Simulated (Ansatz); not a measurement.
Consider the isomerisation: `CCCCCCCCC` → `CC(C)(C)CC(C)(C)C`.

Program: Ansatz. Geometries: PBE0-D4/def2-TZVP. ΔE: electronic, gas phase. CCSD(T)/CBS is the MP2 limit (def2-TZVPP, def2-QZVPP) plus CCSD(T) − MP2 in def2-TZVPP, frozen cores. Functionals use def2-TZVPP. B3LYP here is the variant with VWN-RPA as its local correlation; programs differ in this. One conformer a species, not always the lowest.

`CCCCCCCCC`:

Cartesian coordinates in Å:
```
C -0.201 -2.711 -0.968
C 0.442 -2.833 0.404
C 1.676 -1.956 0.588
C 1.440 -0.460 0.416
C 0.441 0.125 1.402
C 0.329 1.644 1.340
C -0.106 2.209 -0.008
C -1.465 1.722 -0.484
C -1.893 2.366 -1.791
H 0.520 -2.927 -1.762
H -1.034 -3.410 -1.078
H -0.593 -1.707 -1.146
H 0.730 -3.875 0.575
H -0.298 -2.599 1.176
H 2.092 -2.137 1.586
H 2.445 -2.276 -0.126
H 2.398 0.062 0.529
H 1.113 -0.257 -0.610
H -0.546 -0.321 1.243
H 0.736 -0.163 2.418
H 1.297 2.082 1.609
H -0.379 1.978 2.108
H -0.127 3.302 0.062
H 0.646 1.976 -0.770
H -2.213 1.926 0.292
H -1.449 0.634 -0.606
H -2.870 2.004 -2.119
H -1.956 3.453 -1.693
H -1.175 2.151 -2.588
```

`CC(C)(C)CC(C)(C)C`:

```xyz
29

C    -1.054    2.163   -1.201
C    -0.603    1.225   -0.078
C    -1.848    0.711    0.638
C     0.236    2.050    0.899
C     0.229    0.116   -0.757
C     0.648   -1.202   -0.071
C     1.713   -1.831   -0.973
C    -0.515   -2.191    0.023
C     1.256   -1.009    1.315
H    -0.196    2.546   -1.762
H    -1.599    3.020   -0.795
H    -1.712    1.647   -1.905
H    -2.467    0.099   -0.024
H    -2.457    1.554    0.977
H    -1.599    0.115    1.518
H     0.549    1.478    1.771
H     1.134    2.438    0.410
H    -0.342    2.907    1.258
H     1.148    0.604   -1.109
H    -0.306   -0.179   -1.669
H     2.019   -2.808   -0.590
H     1.333   -1.972   -1.989
H     2.602   -1.197   -1.033
H    -0.156   -3.159    0.387
H    -1.298   -1.856    0.701
H    -0.968   -2.354   -0.960
H     1.651   -1.961    1.684
H     0.520   -0.659    2.041
H     2.082   -0.293    1.295
```

```
             level  ΔE (kJ/mol)  difference from CCSD(T)/CBS
           BLYP-D4         -1.4                          8.0
            B97M-V         -7.1                          2.3
          B3LYP-D4          1.4                         10.8
           ωB97X-V         -2.3                          7.1
             B3LYP         19.1                         28.5
           r2SCANh          0.0                          9.4
         CAM-B3LYP         11.3                         20.7
      MP2/def2-SVP        -13.0                         -3.6
   CCSD/def2-TZVPP         -4.4                          5.0
CCSD(T)/def2-TZVPP        -11.1                         -1.7
       CCSD(T)/CBS         -9.4                            0
```

Largest T1 diagnostic among the species: 0.009.

Leaving LDA and LC-ωPBE aside and taking each functional with its dispersion term where it has one, the values, not all of them listed here, spread over 11.7 kJ/mol, from B97M-V to B2PLYP. LDA lies −24.0 kJ/mol from PBE without D4. From BLYP to BHLYP (50 % exact exchange), in def2-TZVPP and without D4, ΔE moves by −5.8 kJ/mol.

CCSD(T)/CBS has its own doubt, a few kJ/mol and more with outer-core shells, so smaller differences from it don't rank the levels.
